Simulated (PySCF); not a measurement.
**Working out the ionisation energy of As⁺**

As⁺ [Ar] 3d10 4s2 4p2 (3P) → As²⁺ [Ar] 3d10 4s2 4p1 (2P). Calculation: PySCF 2.14, in cc-pVTZ-DK (6s5p3d1f, 43 functions); the spin-free X2C one-electron Hamiltonian (Gaussian nucleus). Frozen: [Ar] 3d10. Energies in hartree (1 hartree = 27.21139 eV):

| part | As⁺ (lower) | As²⁺ (upper) |
| --- | --- | --- |
| UHF | -2258.668413 | -2258.007762 |
| CCSD correlation | -0.068808 | -0.054020 |
| (T) | -0.001604 | -0.000709 |

Q: What does Hartree-Fock give?

A: (-2258.007762) − (-2258.668413) = 0.660651 hartree = 17.977 eV.

Q: What do CCSD and CCSD(T) give?

A: The CCSD correlation energies differ by 0.014788 hartree = 0.402 eV and the triples by 0.000895 hartree = 0.024 eV, so CCSD gives 18.379 eV and CCSD(T) 18.403 eV.

Reference: 18.589 eV (measured; NIST Atomic Spectra Database, ionization energies), between the lowest levels; spin-orbit coupling is absent from the calculation.

What remains against the reference includes basis incompleteness, the frozen core and higher excitations.
